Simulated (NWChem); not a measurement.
Species: BaBr$_{2}$; SMILES [Br][Ba][Br]

All runs: NWChem. Coordinates come from a PBE0/def2-SVP optimisation. def2 effective core potentials on Ba; no spin-orbit coupling. B3LYP is NWChem's, with the RPA form of VWN correlation. Vertical excitations in the gas phase; the lowest state need not have the same character in each row.

Q: Order these by “lowest excitation, singlet (eV)”, lowest first: PBE/def2-SVP, TDA; B3LYP/def2-SVP, TDA; PBE0/def2-SVP, TDA.

A: PBE/def2-SVP, TDA (3.24), B3LYP/def2-SVP, TDA (3.63), PBE0/def2-SVP, TDA (4.00)
